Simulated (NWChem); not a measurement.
Everything below was run with NWChem. System: HSb, charge 0, spin multiplicity 3, optimised in this run. The structure started from a generated list of species. Its SCF solution wasn't tested for a lower state. Level: UPBE0/def2-SVP with def2 effective core potentials on Sb.

Job file:

```
start mol
memory heap 200 mb stack 900 mb global 1100 mb
geometry units angstroms
  Sb     0.000000     0.000000     0.033842
  H      0.000000     0.000000    -1.725940
  symmetry group C2v
end
basis spherical
  * library def2-svp
end
ecp
  Sb library def2-ecp
end
dft
  xc pbe0
  odft
  mult 3
  semidirect memsize 60000000 filesize 0
  iterations 100
  grid fine
  convergence energy 1e-8
end
driver
  maxiter 80
end
task dft optimize
task dft freq numerical
```

Part of the output:

```
             Northwest Computational Chemistry Package (NWChem) 7.3.0
             --------------------------------------------------------

                                NWChem Input Module
                                -------------------

 Scaling coordinates for geometry "geometry" by  1.889725989
 (inverse scale =  0.529177249)

 Turning off AUTOSYM since
 SYMMETRY directive was detected!

          ------
          auto-z
          ------

                             Geometry "geometry" -> ""
                             -------------------------

 Output coordinates in angstroms (scale by  1.889725989 to convert to a.u.)

  No.       Tag          Charge          X              Y              Z
 ---- ---------------- ---------- -------------- -------------- --------------
    1 Sb                  51.0000     0.00000000     0.00000000     0.03384196
    2 H                    1.0000     0.00000000     0.00000000    -1.72594004

 Effective nuclear repulsion energy (a.u.)      15.3360130397

            Nuclear Dipole moment (a.u.)
            ----------------------------
        X                 Y               Z
 ---------------- ---------------- ----------------
     0.0000000000     0.0000000000    -0.0000000000

      Symmetry information
      --------------------

 Group name             C2v
 Group number             16
 Group order               4
 No. of unique centers     2

      Symmetry unique atoms

     1    2


 Summary of "ao basis" -> "" (spherical)
 ------------------------------------------------------------------------------
       Tag                 Description            Shells   Functions and Types
 ---------------- ------------------------------  ------  ---------------------
 *                          def2-svp                  on all atoms

                           NWChem Geometry Optimization
                           ----------------------------

 maximum gradient threshold         (gmax) =   0.000450
 rms gradient threshold             (grms) =   0.000300
 maximum cartesian step threshold   (xmax) =   0.001800
 rms cartesian step threshold       (xrms) =   0.001200
 fixed trust radius                (trust) =   0.300000
 maximum step size to saddle      (sadstp) =   0.100000
 energy precision                  (eprec) =   5.0D-06
 maximum number of steps          (nptopt) =   80
 initial hessian option           (inhess) =    0
 line search option               (linopt) =    1
 hessian update option            (modupd) =    1
 saddle point option              (modsad) =    0
 initial eigen-mode to follow     (moddir) =    0
 initial variable to follow       (vardir) =    0
 follow first negative mode     (firstneg) =    T
 apply conjugacy                    (opcg) =    F
 source of zmatrix                         =   autoz

          -------------------
          Energy Minimization
          -------------------

 Names of Z-matrix variables
    1

 Variables with the same non-blank name are constrained to be equal

 Using diagonal initial Hessian
 Scaling for Hessian diagonals: bonds = 1.00  angles = 0.25  torsions = 0.10

          --------
          Step   0
          --------

                         Geometry "geometry" -> "geometry"
                         ---------------------------------

 Output coordinates in angstroms (scale by  1.889725989 to convert to a.u.)

  No.       Tag          Charge          X              Y              Z
 ---- ---------------- ---------- -------------- -------------- --------------
    1 Sb                  51.0000     0.00000000     0.00000000     0.03384196
    2 H                    1.0000     0.00000000     0.00000000    -1.72594004

 Effective nuclear repulsion energy (a.u.)      15.3360130397

            Nuclear Dipole moment (a.u.)
            ----------------------------
        X                 Y               Z
 ---------------- ---------------- ----------------
     0.0000000000     0.0000000000    -0.0000000000

      Symmetry information
      --------------------

 Group name             C2v
 Group number             16
 Group order               4
 No. of unique centers     2

      Symmetry unique atoms

     1    2

                                 NWChem DFT Module
                                 -----------------

 Summary of "ao basis" -> "ao basis" (spherical)
 ------------------------------------------------------------------------------
       Tag                 Description            Shells   Functions and Types
 ---------------- ------------------------------  ------  ---------------------
 Sb                         def2-svp                10       26   4s4p2d
 H                          def2-svp                 3        5   2s1p

 Summary of "ao basis" -> "ao basis" (spherical)
 ------------------------------------------------------------------------------
       Tag                 Description            Shells   Functions and Types
 ---------------- ------------------------------  ------  ---------------------
 Sb                         def2-svp                10       26   4s4p2d
 H                          def2-svp                 3        5   2s1p

      Symmetry analysis of basis
      --------------------------

        a1         15
        a2          2
        b1          7
        b2          7

  itol2e modified to match energy
  convergence criterion.
  tol_rho modified to match energy
  convergence criterion.

            General Information
            -------------------
          SCF calculation type: DFT
          Wavefunction type:  spin polarized.
          No. of atoms     :     2
[...]
 d= 0,ls=0.0,diis     1   -240.8115583489 -2.48D+02  7.23D-05  1.56D-05    27.0
                                                     7.06D-05  2.03D-05
 d= 0,ls=0.0,diis     2   -240.8115602347 -1.89D-06  1.81D-05  7.28D-08    27.2
                                                     2.40D-05  8.32D-08
 d= 0,ls=0.0,diis     3   -240.8115602813 -4.66D-08  9.75D-06  5.22D-08    27.5
                                                     7.67D-06  2.99D-08
 d= 0,ls=0.0,diis     4   -240.8115603237 -4.24D-08  7.72D-07  2.71D-10    27.8
                                                     1.73D-06  5.29D-10
 d= 0,ls=0.0,diis     5   -240.8115603242 -5.69D-10  4.41D-07  5.85D-11    28.1
                                                     5.59D-07  6.31D-11

         Total DFT energy =     -240.811560324234
      One electron energy =     -434.410256540799
           Coulomb energy =      206.297065652886
    Exchange-Corr. energy =      -19.733183684439
 Nuclear repulsion energy =        7.034814248117

 Numeric. integr. density =       24.000000096469

     Total iterative time =      1.6s

     --------------------------
     Expectation value of S2:
     --------------------------
      <S2> =      2.0057 (Exact =     2.0000)

                         DFT ENERGY GRADIENTS

    atom               coordinates                        gradient
                 x          y          z           x          y          z
   1 Sb      0.000000   0.000000   0.030926    0.000000  -0.000000   0.001427
   2 H       0.000000   0.000000  -3.238528   -0.000000   0.000000  -0.001427

  finite difference hessian delta =    1.0000000000000000E-002

              1        2        3        4        5        6
    1    0.0000   0.0000   0.0000  -0.0000   0.0000   0.0000
    2    0.0000   0.0000   0.0000   0.0000  -0.0000   0.0000
    3    0.0000   0.0000   0.1408   0.0000   0.0000  -0.1408
    4   -0.0000   0.0000   0.0000   0.0000   0.0000   0.0000
    5    0.0000  -0.0000   0.0000   0.0000   0.0000   0.0000
    6    0.0000   0.0000  -0.1408   0.0000   0.0000   0.1408

  finite difference derivative dipole; delta =    1.0000000000000000E-002

 X vector of derivative dipole (au) [debye/angstrom]
 d_dipole_x/<atom=   1,x> =     0.0151     [    0.0728]
 d_dipole_x/<atom=   1,y> =     0.0000     [    0.0000]
 d_dipole_x/<atom=   1,z> =     0.0000     [    0.0000]
 d_dipole_x/<atom=   2,x> =    -0.0151     [   -0.0728]
 d_dipole_x/<atom=   2,y> =     0.0000     [    0.0000]
 d_dipole_x/<atom=   2,z> =     0.0000     [    0.0000]

 Y vector of derivative dipole (au) [debye/angstrom]
 d_dipole_y/<atom=   1,x> =     0.0000     [    0.0000]
 d_dipole_y/<atom=   1,y> =     0.0151     [    0.0728]
 d_dipole_y/<atom=   1,z> =     0.0000     [    0.0000]
 d_dipole_y/<atom=   2,x> =     0.0000     [    0.0000]
 d_dipole_y/<atom=   2,y> =    -0.0151     [   -0.0728]
 d_dipole_y/<atom=   2,z> =     0.0000     [    0.0000]

 Z vector of derivative dipole (au) [debye/angstrom]
 d_dipole_z/<atom=   1,x> =     0.0000     [    0.0000]
 d_dipole_z/<atom=   1,y> =     0.0000     [    0.0000]
 d_dipole_z/<atom=   1,z> =     0.4625     [    2.2215]
 d_dipole_z/<atom=   2,x> =     0.0000     [    0.0000]
 d_dipole_z/<atom=   2,y> =     0.0000     [    0.0000]
 d_dipole_z/<atom=   2,z> =    -0.4625     [   -2.2215]

  triangle hessian written to ./mol.hess
  derivative dipole written to ./mol.fd_ddipole

 Deleting state for dft with suffix hess
        ./mol.movecs

  Vibrational analysis via the FX method

  See chapter 2 in "Molecular Vibrations" by Wilson, Decius and Cross

  Vib: Default input used

 ---------------------------- Atom information ----------------------------
     atom    #        X              Y              Z            mass
 --------------------------------------------------------------------------
    Sb       1  0.0000000D+00  0.0000000D+00  3.0926032D-02  1.2090380D+02
    H        2  0.0000000D+00  0.0000000D+00 -3.2285277D+00  1.0078250D+00
 --------------------------------------------------------------------------

          ----------------------------------------------------
          MASS-WEIGHTED NUCLEAR HESSIAN (Hartree/Bohr/Bohr/Kamu)
          ----------------------------------------------------

               1            2            3            4            5            6
   ----- ----- ----- ----- -----
    1    1.32720D-04
    2    0.00000D+00  1.32720D-04
    3    0.00000D+00  0.00000D+00  1.16415D+00
    4   -1.45367D-03  0.00000D+00  0.00000D+00  1.59218D-02
    5    0.00000D+00 -1.45366D-03  0.00000D+00  0.00000D+00  1.59218D-02
    6    0.00000D+00  0.00000D+00 -1.27508D+01  0.00000D+00  0.00000D+00  1.39658D+02


 ----------------------------------------------------------------------------
 Normal Eigenvalue ||         Derivative Dipole Moments (debye/angs)
  Mode   [cm**-1]  ||      [d/dqX]             [d/dqY]           [d/dqZ]
 ------ ---------- || ------------------ ------------------ -----------------
    1       -0.001 ||       0.000               0.000             0.000
    2       -0.001 ||       0.000               0.000             0.000
    3        0.008 ||       0.000               0.000            -0.000
    4       20.597 ||       0.000              -0.073             0.000
    5       20.597 ||      -0.073               0.000             0.000
    6     1929.030 ||       0.000               0.000            -2.222
 ----------------------------------------------------------------------------

 ----------------------------------------------------------------------------
 Normal Eigenvalue ||                 Infra Red Intensities
  Mode   [cm**-1]  || [atomic units] [(debye/angs)**2] [(KM/mol)] [arbitrary]
 ------ ---------- || -------------- ----------------- ---------- -----------
    1       -0.001 ||    0.000000           0.000         0.000       0.000
    2       -0.001 ||    0.000000           0.000         0.000       0.000
    3        0.008 ||    0.000000           0.000         0.000       0.000
    4       20.597 ||    0.000230           0.005         0.224       0.064
    5       20.597 ||    0.000230           0.005         0.224       0.064
    6     1929.030 ||    0.214027           4.938       208.644      59.872
 ----------------------------------------------------------------------------

        Vibrational analysis via the FX method
  --- with translations and rotations projected out ---
  --- via the Eckart algorithm                      ---
 Dependent rotation vector no.                    3
  found in ECKART; assuming linear geometry
 Projected Nuclear Hessian trans-rot subspace norm:7.7037D-34
                         (should be close to zero!)

          --------------------------------------------------------
          MASS-WEIGHTED PROJECTED HESSIAN (Hartree/Bohr/Bohr/Kamu)
          --------------------------------------------------------

               1            2            3            4            5            6
   ----- ----- ----- ----- -----
    1    0.00000D+00
    2    0.00000D+00  0.00000D+00
    3    0.00000D+00  0.00000D+00  1.16415D+00
    4    3.06936D-19  0.00000D+00  0.00000D+00  0.00000D+00
    5    0.00000D+00 -3.06936D-19  0.00000D+00  0.00000D+00  0.00000D+00
    6    0.00000D+00  0.00000D+00 -1.27508D+01  0.00000D+00  0.00000D+00  1.39658D+02

 center of mass
 --------------
 x =   0.00000000 y =   0.00000000 z =   0.00398062

 moments of inertia (a.u.)
 ------------------
          10.618657441216           0.000000000000           0.000000000000
           0.000000000000          10.618657441216           0.000000000000
           0.000000000000           0.000000000000           0.000000000000

 Rotational Constants
 --------------------
 A=   0.000000 cm-1  (  0.000000 K)
 B=   5.669283 cm-1  (  8.156652 K)
 C=   5.669283 cm-1  (  8.156652 K)

 Temperature                      =   298.15K
 frequency scaling parameter      =   1.0000

 Linear Molecule

 Zero-Point correction to Energy  =    2.756 kcal/mol  (  0.004393 au)
 Thermal correction to Energy     =    4.237 kcal/mol  (  0.006753 au)
 Thermal correction to Enthalpy   =    4.830 kcal/mol  (  0.007696 au)

 Total Entropy                    =   49.427 cal/mol-K
   - Translational                =   40.291 cal/mol-K (mol. weight = 121.9116)
   - Rotational                   =    9.135 cal/mol-K (symmetry #  =        1)
   - Vibrational                  =    0.002 cal/mol-K

 Cv (constant volume heat capacity) =    4.981 cal/mol-K
   - Translational                  =    2.979 cal/mol-K
   - Rotational                     =    1.986 cal/mol-K
   - Vibrational                    =    0.016 cal/mol-K


 ----------------------------------------------------------------------------
 Normal Eigenvalue ||    Projected Derivative Dipole Moments (debye/angs)
  Mode   [cm**-1]  ||      [d/dqX]             [d/dqY]           [d/dqZ]
 ------ ---------- || ------------------ ------------------ -----------------
    1        0.000 ||       0.007               0.000             0.000
    2        0.000 ||       0.000               0.007             0.000
    3        0.000 ||      -0.072               0.000             0.000
    4        0.000 ||       0.000              -0.072             0.000
    5        0.000 ||       0.000               0.000            -0.000
    6     1929.030 ||       0.000               0.000            -2.222
 ----------------------------------------------------------------------------

 ----------------------------------------------------------------------------
 Normal Eigenvalue ||           Projected Infra Red Intensities
  Mode   [cm**-1]  || [atomic units] [(debye/angs)**2] [(KM/mol)] [arbitrary]
 ------ ---------- || -------------- ----------------- ---------- -----------
    1        0.000 ||    0.000002           0.000         0.002       0.001
    2        0.000 ||    0.000002           0.000         0.002       0.001
    3        0.000 ||    0.000228           0.005         0.222       0.064
    4        0.000 ||    0.000228           0.005         0.222       0.064
    5        0.000 ||    0.000000           0.000         0.000       0.000
    6     1929.030 ||    0.214027           4.938       208.644      59.872
 ----------------------------------------------------------------------------

 Task  times  cpu:       24.5s     wall:       24.5s

 Total times  cpu:       28.7s     wall:       28.7s
```
